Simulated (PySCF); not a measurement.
# Computed properties of ClGaH2S2, SMILES [SH][Ga]([SH])[Cl]

ClGaH₂S₂, SMILES [Ga]([Cl])([SH])[SH]. Geometry: PBE0-D3(BJ)/def2-SVP. The structure was generated by enumeration; whether it is a known compound was not checked. One conformer was computed; it need not be the lowest. All values are computed for the isolated molecule unless a solvent is named; none is compared with measurement here.

**Structure.** The optimised structure has C2v symmetry. All 12 harmonic modes at PBE0-D3(BJ)/def2-SVP (PySCF) are real, so it is a minimum. With heavy atoms numbered as in [Ga:1]([Cl:2])([SH:3])[SH:5], the shortest bond between them is Ga1–Cl2 at 2.139 Å and the longest Ga1–S3 at 2.192 Å.

**Vibrations.** The strongest infrared lines (harmonic, unscaled, degenerate partners summed) lie at 452 cm⁻¹ (75 km/mol, Cl 47 %, Ga 40 %, S 13 %), 448 cm⁻¹ (53 km/mol, S 53 %, Ga 42 %), 262 cm⁻¹ (33 km/mol, H 94 %). The softest mode is at 112 cm⁻¹ and the zero-point energy is 12.8 kcal/mol.

**Electronic structure.** HF/def2-TZVP (PySCF) places the frontier levels at -10.73 and 1.90 eV, a gap of 12.63 eV, and gives a dipole moment of 2.61 D and a mean polarisability of 71.6 bohr³. PBE/def2-TZVP (PySCF) at the same geometry gives -6.71 and -2.19 eV, so its gap is 8.11 eV narrower. An orbital gap is neither the optical nor the fundamental gap.

**Excitations.** TDDFT-CAM-B3LYP/def2-SVPD (PySCF) has S1 at 5.28 eV (235 nm, f = 0.000, dark); the most intense of the 10 singlets computed lies at 6.73 eV (f = 0.28). T1 (TDA) is at 4.94 eV. TDDFT-PBE/def2-SVPD (PySCF) puts S1 at 4.52 eV. No vertical singlet excitation falls in the visible range (under 3.1 eV).

**NMR.** GIAO shifts at B3LYP/pcSseg-1 (PySCF) (non-relativistic, atoms alike by connectivity averaged): ¹H at 1.1 ppm against TMS. Without spin–orbit terms, shifts of atoms bonded to Cl or Br come out too high.
